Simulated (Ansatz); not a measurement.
C₂H₄ClFGeSi, SMILES `F[SiH](Cl)C#[C][GeH3]`, relaxed with RKS PBE0-D4/def2-TZVP in Ansatz from a PBE-D4/def2-SVP geometry. The force threshold is 0.005 eV/Å; the program also tests the step.

The species carries charge 0 and has multiplicity 1.

Start:

```xyz
10

F    -3.175   -0.905   -0.632
Si   -2.417    0.351    0.078
Cl   -2.854    2.054   -1.003
C    -0.620    0.060    0.034
C     0.602   -0.128    0.030
Ge    2.494   -0.424    0.010
H    -2.945    0.487    1.466
H     3.180    0.862   -0.506
H     2.947   -0.742    1.453
H     2.787   -1.615   -0.930
```

(1) By how much does the energy fall, and how many steps does the optimiser take? (Best estimate.)

(2) Which bonds change most? (Estimate.)

(3) Give the relaxed structure. (Estimate.)

Results:

(1) Computed: 0.08 eV, in 5 steps.

(2) Ansatz gave: F1–Si2 from 1.631 to 1.586 Å; Si2–Cl3 from 2.064 to 2.033 Å; C4–C5 from 1.236 to 1.213 Å; Si2–H7 from 1.490 to 1.471 Å.

(3) The calculation gave: 
```xyz
10

F    -3.140   -0.878   -0.616
Si   -2.394    0.344    0.069
Cl   -2.836    2.027   -0.983
C    -0.613    0.050    0.023
C     0.587   -0.132    0.025
Ge    2.472   -0.420    0.012
H    -2.900    0.486    1.443
H     3.144    0.858   -0.498
H     2.915   -0.734    1.444
H     2.764   -1.601   -0.919
```
